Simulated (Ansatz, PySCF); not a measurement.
Gas-phase reaction (SMILES): [SiH3]N[Si](Cl)(Cl)Cl + 5 [H][H] (H2) → 3 Cl (HCl) + N (NH3) + 2 [SiH4] (SiH4); energy of full hydrogenation.

Structures are relaxed separately at B3LYP-D3(BJ)/def2-TZVP in Ansatz (a first-principles code), one conformer each, not searched for the lowest. Correlated levels leave the core frozen unless marked. Spin-orbit coupling is left out. No relativistic terms. CBS marks a two-point X^-3 extrapolation of the correlation energy; Hartree-Fock from the larger set. Thermal terms are rigid-rotor harmonic-oscillator values from B3LYP-D3(BJ) frequencies (Ansatz or PySCF) at 298.15 K and 1 atm. 1 Eh = 627.5095 kcal/mol.

| species | E, CCSD(T)/CBS(cc-pV(T+d)Z,cc-pV(Q+d)Z) (Ansatz) (Eh) | E, wB97M-V/def2-TZVPD (Ansatz) (Eh) | H - E (Eh) |
|---|---|---|---|
| [SiH3]N[Si](Cl)(Cl)Cl | -2014.80422 | -2016.92650 | 0.05778 |
| [H][H] (H2) | -1.17450 | -1.16077 | 0.01336 |
| Cl (HCl) | -460.37849 | -460.79070 | 0.01000 |
| N (NH3) | -56.50369 | -56.55014 | 0.03799 |
| [SiH4] (SiH4) | -291.45815 | -291.84546 | 0.03520 |

### Question
Work out ΔE and ΔH at 298.15 K at the first level, then ΔH at the second.

### Answer

1. ΔE = [3×(-460.37849) + (-56.50369) + 2×(-291.45815)] - [(-2014.80422) + 5×(-1.17450)] = 0.12126 Eh = 76.1 kcal/mol at CCSD(T)/CBS(cc-pV(T+d)Z,cc-pV(Q+d)Z).
2. The terms H - E add up to 0.01381 Eh, so ΔH = (0.12126 + (0.01381))×627.5095 = 84.8 kcal/mol.
3. At wB97M-V/def2-TZVPD the same steps give ΔE = 73.5 and ΔH = 82.2 kcal/mol, a shift of -2.6 from the first level.
4. These values are not checked against measurement here, since the tables used lack a sound gas-phase enthalpy of formation for at least one species.
